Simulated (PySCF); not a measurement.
## Field gradients at the hydrogen positions

Species: C5H11PSi2.
Z-matrix (Å and degrees, GFN2-xTB geometry), rows numbered from 1:
```
Si
C   1  1.9267
C   2  1.4896  1  109.02
C   3  1.3280  2  124.08  1   -86.72
P   4  1.8063  3  122.73  2     1.08
Si  5  2.2429  4   99.34  3  -130.33
C   5  1.8063  4   96.51  3   -29.71
C   7  1.3281  5  122.70  4    29.59
H   1  1.4587  2  108.48  3    61.42
H   1  1.4641  2  107.64  3  -177.97
H   1  1.4642  2  107.68  3   -59.20
H   2  1.0943  1  108.02  3   118.58
H   3  1.0830  2  115.92  1    93.70
H   4  1.0822  3  121.39  2   179.08
H   6  1.4637  5  106.69  4   -71.85
H   6  1.4636  5  106.71  4   170.08
H   6  1.4664  5  114.83  4    49.10
H   7  1.0823  5  115.84  4  -152.10
H   8  1.0829  2  115.90  1   -93.53
```

Level: PBE0/pcSseg-1 (PySCF, non-relativistic); Q(2H) = 0.00286 b; rigid geometry, the same for H and D, with no vibrational averaging.

Task: Rank these positions by the coupling χzz of a deuteron there, largest first.
A. H9 (Si–H hydrogen)
B. H12 (methine hydrogen)
C. H13 (vinylic hydrogen)

Result: C (217 kHz), B (202 kHz), A (111 kHz).

Task: Tabulate Vzz, the asymmetry η and χzz = 234.96 MHz × Q × Vzz for every hydrogen position.

Result: 
```tsv
atom	bonded to	bond length (Å)	Vzz (au)	η	χzz (kHz)
H9	Si1	1.459	0.1648	0.02	111
H10	Si1	1.464	0.1624	0.01	109
H11	Si1	1.464	0.1623	0.01	109
H12	C2	1.094	0.3013	0.06	202
H13	C3	1.083	0.3236	0.06	217
H14	C4	1.082	0.3277	0.07	220
H15	Si6	1.464	0.1632	0.01	110
H16	Si6	1.464	0.1632	0.01	110
H17	Si6	1.466	0.1614	0.01	108
H18	C7	1.082	0.3275	0.07	220
H19	C8	1.083	0.3237	0.06	218
```

Task: Average by the element that carries the hydrogen.

Result: on Si: 109 kHz over 6 positions, mean bond length 1.463 Å; on C: 216 kHz over 5 positions, mean bond length 1.085 Å.

The structure is a single GFN2-xTB conformer in the gas phase; no vibrational or solvent corrections. GFN2-xTB bond lengths can be off by several hundredths of an ångström, more for odd bonds, and the gradients follow them. With a basis this small, the couplings can be 20 % off.
